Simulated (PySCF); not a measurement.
Isomers of C6H12FNSi2, mass 173.049 u with the commonest isotopes. Method: PBE0/pcSseg-1 in PySCF (dipole) on a GFN2-xTB geometry, gas phase. One conformer each, none proved a minimum here; rigid rotors.

Question: Order these by out-of-plane moment Σ m c² = (Ia + Ib − Ic)/2, smallest first.
A. `[CH2:1]=[C:2]([F:3])[CH2:4][Si@:5]([CH3:6])([SiH3:7])[CH2:8][C:9]#[N:10]` with C1–C2–C4–Si5 -112°, C2–C4–Si5–C6 67°, C4–Si5–C8–C9 63°
B. `[CH2:1]=[CH:2][C@@H:3]1[CH:4]=[C:5]([N:6]([SiH3:7])[SiH3:8])[C@@H:9]1[F:10]` with C1–C2–C3–C4 4°
C. `[CH2:1]=[C:2]([CH3:3])[Si@@H:4]([C:5]#[N:6])[CH2:7][C@@H:8]([F:9])[SiH3:10]` with C1–C2–Si4–C5 145°, C2–Si4–C7–C8 61°, Si4–C7–C8–F9 56°
D. `[CH2:1]=[CH:2][CH2:3][C:4]1=[C:5]([F:6])[C@H:7]1[N:8]([SiH3:9])[SiH3:10]` with C1–C2–C3–C4 -124°, C2–C3–C4–C5 136°, C5–C7–N8–Si9 -10°

Answer: D (58.70 u·Å²), B (64.64 u·Å²), C (114.68 u·Å²), A (198.60 u·Å²).

Question: Order these by rotational constant A, smallest first.
A. `[CH2:1]=[C:2]([CH3:3])[Si@@H:4]([C:5]#[N:6])[CH2:7][C@@H:8]([F:9])[SiH3:10]` with C1–C2–Si4–C5 145°, C2–Si4–C7–C8 61°, Si4–C7–C8–F9 56°
B. `[CH2:1]=[C:2]([F:3])[CH2:4][Si@:5]([CH3:6])([SiH3:7])[CH2:8][C:9]#[N:10]` with C1–C2–C4–Si5 -112°, C2–C4–Si5–C6 67°, C4–Si5–C8–C9 63°
C. `[CH2:1]=[CH:2][C@@H:3]1[CH:4]=[C:5]([N:6]([SiH3:7])[SiH3:8])[C@@H:9]1[F:10]` with C1–C2–C3–C4 4°

Answer: B (1134 MHz), A (1292 MHz), C (1508 MHz).

Question: Order these by rotational constant B, smallest first.
A. `[CH2:1]=[C:2]([F:3])[CH2:4][Si@:5]([CH3:6])([SiH3:7])[CH2:8][C:9]#[N:10]` with C1–C2–C4–Si5 -112°, C2–C4–Si5–C6 67°, C4–Si5–C8–C9 63°
B. `[CH2:1]=[CH:2][CH2:3][C:4]1=[C:5]([F:6])[C@H:7]1[N:8]([SiH3:9])[SiH3:10]` with C1–C2–C3–C4 -124°, C2–C3–C4–C5 136°, C5–C7–N8–Si9 -10°
C. `[CH2:1]=[CH:2][C@@H:3]1[CH:4]=[C:5]([N:6]([SiH3:7])[SiH3:8])[C@@H:9]1[F:10]` with C1–C2–C3–C4 4°
D. `[CH2:1]=[C:2]([CH3:3])[Si@@H:4]([C:5]#[N:6])[CH2:7][C@@H:8]([F:9])[SiH3:10]` with C1–C2–Si4–C5 145°, C2–Si4–C7–C8 61°, Si4–C7–C8–F9 56°

Answer: D (525.0 MHz), A (635.0 MHz), B (663.0 MHz), C (677.9 MHz).

```csv
SMILES,point group,Ia (u·Å²),Ib (u·Å²),Ic (u·Å²),κ,μa (D),μb (D),μc (D)
C=C[C@@H]1C=C(N([SiH3])[SiH3])[C@@H]1F,C1,335.22,745.56,951.50,-0.70,1.19,0.72,0.79
C=C(F)C[Si@](C)([SiH3])CC#N,C1,445.74,795.87,844.41,-0.86,1.66,0.82,4.38
C=C(C)[Si@@H](C#N)C[C@@H](F)[SiH3],C1,391.05,962.58,1124.27,-0.82,2.47,2.62,1.33
C=CCC1=C(F)[C@H]1N([SiH3])[SiH3],C1,440.36,762.26,1085.22,-0.42,1.22,0.99,0.55
```
